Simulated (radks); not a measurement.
Problem. All-electron atom: F II in [He] 2s2 2p4. Calculated with a radial shooting solver on a logarithmic mesh with Libxc functionals: scalar-relativistic Kohn-Sham, r2SCAN, spin-polarised, spherical densities, finite nucleus; open shells are filled with parallel spins first; meta-GGA in the generalised Kohn-Sham scheme; Fermi nuclear charge, rms radius 2.8976 fm. Some entries of the table are withheld. Estimate them.

orbital,occ.,eigenvalue (eV),<1/r> (bohr^-1)
1s up,1,-691.1394,(1)
1s down,1,-688.9814,(2)
2s up,1,-51.1892,1.537
2s down,1,-46.1284,1.487
2p up,3,-30.9417,1.396
2p down,1,-25.5823,1.334

Solution. 
(1) 1s up <1/r> (bohr^-1): 8.627
(2) 1s down <1/r> (bohr^-1): 8.648
